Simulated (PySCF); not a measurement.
# [Nd(H2O)6]3+: from a saddle point downhill

PySCF 2.14.0, RKS B3LYP, Nd lcecp-1-SVP with ECP49, O def2-SVP, H def2-SVP; non-relativistic Hamiltonian with scalar-relativistic core potentials where named; density fitting; no spin-orbit coupling. Relaxed within the symmetry of its start, the geometry (D2d) is

```xyz
19

Nd    0.0000    0.0000    0.0000
O     0.0000    0.0000    2.4510
H     0.5522    0.5350    3.0583
H    -0.5522   -0.5350    3.0583
O     0.0000    0.0000   -2.4510
H     0.5522   -0.5350   -3.0583
H    -0.5522    0.5350   -3.0583
O     2.4456    0.0000    0.0000
H     3.0497   -0.5459    0.5459
H     3.0497    0.5459   -0.5459
O     0.0000    2.4510    0.0000
H     0.5522    3.0583    0.5350
H    -0.5522    3.0583   -0.5350
O    -2.4456    0.0000    0.0000
H    -3.0497    0.5459    0.5459
H    -3.0497   -0.5459   -0.5459
O     0.0000   -2.4510    0.0000
H    -0.5522   -3.0583    0.5350
H     0.5522   -3.0583   -0.5350
```

and its lowest harmonic modes are -204, -99, -99, 31, 53, 53 cm⁻¹ (negative: unstable). It was moved along the lowest mode and relaxed again, within the group D2 that the move left.

Where does it end, and how much lower?

In Th, 0.106 eV lower, after 23 steps:
```xyz
19

Nd    0.0000    0.0000    0.0000
O     0.0000    0.0000    2.4442
H     0.7716   -0.0060    3.0483
H    -0.7716    0.0060    3.0483
O     0.0000    0.0000   -2.4442
H     0.7716    0.0060   -3.0483
H    -0.7716   -0.0060   -3.0483
O     2.4445    0.0000    0.0000
H     3.0486   -0.7717   -0.0049
H     3.0486    0.7717    0.0049
O     0.0000    2.4441    0.0000
H    -0.0016    3.0482    0.7717
H     0.0016    3.0482   -0.7717
O    -2.4445    0.0000    0.0000
H    -3.0486    0.7717   -0.0049
H    -3.0486   -0.7717    0.0049
O     0.0000   -2.4441    0.0000
H     0.0016   -3.0482    0.7717
H    -0.0016   -3.0482   -0.7717
```

How do the contacts change?


```
      contact  saddle (Å)  end (Å)
 Nd1–O2 (H2O)       2.451    2.444
 Nd1–O5 (H2O)       2.451    2.444
 Nd1–O8 (H2O)       2.446    2.444
Nd1–O11 (H2O)       2.451    2.444
Nd1–O14 (H2O)       2.446    2.444
Nd1–O17 (H2O)       2.451    2.444
```


Is the end a minimum?

Yes, as far as the noise of the softest modes lets one tell (those above −25 cm⁻¹ count as noise); lowest modes 50, 50, 50, 65, 65, 65 cm⁻¹.

An lcecp potential fixes the number of 4f electrons, so in runs with it no electron can move into or out of that shell.

State: singlet in the valence, with the 4f electrons in the core potential.
